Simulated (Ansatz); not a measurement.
Na₄H₄, relaxed as a singlet with RKS r2SCAN-D4/def2-SVP in Ansatz, starting from the GFN2-xTB geometry. Force threshold 0.02 eV/Å.

Another isomer (singlet) lies 0.18 eV lower at PBE0-D4/def2-TZVP; other spin states weren't run for this one.

Start:

Cartesian coordinates in Å:
```
Na -0.149 -2.269 -0.141
Na 2.169 0.265 -0.635
Na -2.177 -0.262 0.604
Na 0.154 2.268 0.164
H 1.092 -1.084 -0.422
H -1.102 1.086 0.379
H -1.676 -1.837 0.370
H 1.689 1.832 -0.319
```

**Question.** Estimate the energy that the relaxation releases and the steps that it takes.

**Answer.** 237.2 kJ/mol, in 9 steps; 20 s on 4 threads of Arm Neoverse V2 on a shared host. No frequencies were taken in this run, so the end may be a saddle point.

**Question.** Does the start keep its bonding and symmetry?

**Answer.** By distances, no bond broke or formed. The bond that changes most is Na4–H8, from 1.67 to 2.05 Å (atoms count from 1). Point group C2v at the start, D4h at the end, both within 0.05 Å; within 0.015 Å the end is D2h.

**Question.** Predict the relaxed structure.

**Answer.** 
```xyz
8

Na    0.028   -2.582   -0.221
Na    2.488    0.095   -0.719
Na   -2.487   -0.095    0.721
Na   -0.028    2.582    0.219
H     1.881   -1.860   -0.705
H    -1.882    1.860    0.701
H    -1.847   -2.011    0.378
H     1.848    2.011   -0.373
```
Bond lengths (bridged metal pairs left out): 8 × H–Na 2.05 Å.
